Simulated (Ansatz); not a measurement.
Coupled-cluster diagnostics for [OsH6]4- (OsH6⁴⁻), Ansatz.

Geometry of the singlet (r2SCAN-D4/def2-TZVPD):

Cartesian coordinates in Å:
```
Os -0.254 0.137 0.263
H 0.709 -1.125 0.481
H -0.015 0.749 -1.199
H 0.043 1.780 0.444
H -0.610 -0.716 -1.046
H -1.210 -1.149 0.764
H 1.337 0.322 0.294
```

In the def2 sets Os takes a core potential; there is no spin–orbit coupling. Correlated methods freeze no core orbitals; core or outer-core shells of Os are correlated, in sets that lack core-valence functions. In CCSD on the charge -3 doublet the largest single amplitude is 0.28, so its Hartree–Fock determinant may place the open shell otherwise than the density functionals do. A multiply charged anion in the gas phase is held together partly by the finite basis. Removing one electron lowers the energy by 7.16 eV at PBE0-D4/def2-TZVPD, so it isn't bound. The geometry of the singlet was relaxed on an unsound state (restricted singlet, unstable towards broken spin symmetry).

Geometry of the charge -4 triplet (r2SCAN-D4/def2-TZVPD):

```xyz
7

Os   -0.3627    0.0951   -0.1340
H     0.3030   -1.3598   -0.1403
H     0.7050    1.0959    0.5127
H    -1.1549    0.9803    1.0534
H     1.0375    0.3010   -0.8794
H    -0.5418   -0.5359   -1.6804
H     0.0138   -0.5766    1.2680
```

Q: Estimate the CCSD(T) correlation energy, the shares of MP2 and (T), T1 and the reference's ⟨S²⟩ for: charge -4, singlet, own geometry in def2-TZVPPD; charge -4, triplet, own geometry in def2-TZVPPD; charge -3, doublet, vertical in def2-TZVPPD; and the rough time on 4 threads of Arm Neoverse V2 on a shared host.

A: 
```csv
state,basis,correlation (eV),MP2 share (%),(T) share (%),T1,⟨S²⟩ (pure),wall time,remarks
"charge -4, singlet, own geometry",def2-TZVPPD,-20.965,99.2,5.3,0.075,0.00 (0.00),31 s,"HOMO above zero, large T1 (0.075), restricted SCF unstable"
"charge -4, triplet, own geometry",def2-TZVPPD,-20.328,99.0,5.1,0.047,2.86 (2.00),5.7 min,"HOMO above zero, spin-contaminated (⟨S²⟩ 2.86)"
"charge -3, doublet, vertical",def2-TZVPPD,-20.554,98.6,5.2,0.071,1.54 (0.75),6 min,"HOMO above zero, large T1 (0.071), spin-contaminated (⟨S²⟩ 1.54)"
```
Customary marks for T1 are 0.02 (closed shells), 0.045 (open shells) and about 0.05 (3d metals). T1 exceeds 0.02 in 3 of 3 rows and 0.045 in 3; the higher it lies, the less the single-reference result can be trusted.
